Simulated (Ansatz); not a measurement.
Basis sets compared for the cluster Tl6. Charge 0, multiplicity 1. Geometry PBE-D4/def2-SVP. Ansatz on 4 threads of Arm Neoverse V1 on a shared host; times are rough, and most runs start from earlier orbitals.

```xyz
6

Tl   -0.6863   -2.4472    0.4499
Tl   -0.2838   -0.1151   -2.5604
Tl    1.8282    1.5028   -1.0287
Tl   -0.1051    1.7388    1.3320
Tl    1.4270   -0.8299    1.9803
Tl   -2.1799    0.1505   -0.1730
```

In the def2 sets Tl takes a core potential; there is no spin–orbit coupling. The restricted singlet is unstable towards broken spin symmetry in Hartree–Fock (as tested in another run); at PBE-D4/def2-SVP, PBE-D4/def2-TZVP, PBE0-D4/def2-SVP, PBE0-D4/def2-TZVP this wasn't settled. The structure comes from a short search, and lower isomers may exist.

Binding counts from free atoms (Tl doublet) in the same basis, without a counterpoise term.

| level | functions | energy (Eh) | HOMO (eV) | LUMO (eV) | binding per atom (eV) | wall time |
| --- | --- | --- | --- | --- | --- | --- |
| PBE-D4/def2-SVP | 156 | -1035.4947 | -3.86 | -3.30 | 1.43 | 3.3 s |
| PBE0-D4/def2-SVP | 156 | -1035.2563 | -4.34 | -2.80 | 1.30 | 6.5 s |

(1) Estimate the rows for PBE-D4/def2-TZVP (with forces), PBE0-D4/def2-TZVP.

Answers

(1) 
| level | functions | energy (Eh) | HOMO (eV) | LUMO (eV) | binding per atom (eV) | wall time |
| --- | --- | --- | --- | --- | --- | --- |
| PBE-D4/def2-TZVP (with forces) | 300 | -1035.5293 | -3.84 | -3.28 | 1.44 | 9.5 s |
| PBE0-D4/def2-TZVP | 300 | -1035.2817 | -4.30 | -2.76 | 1.32 | 25 s |
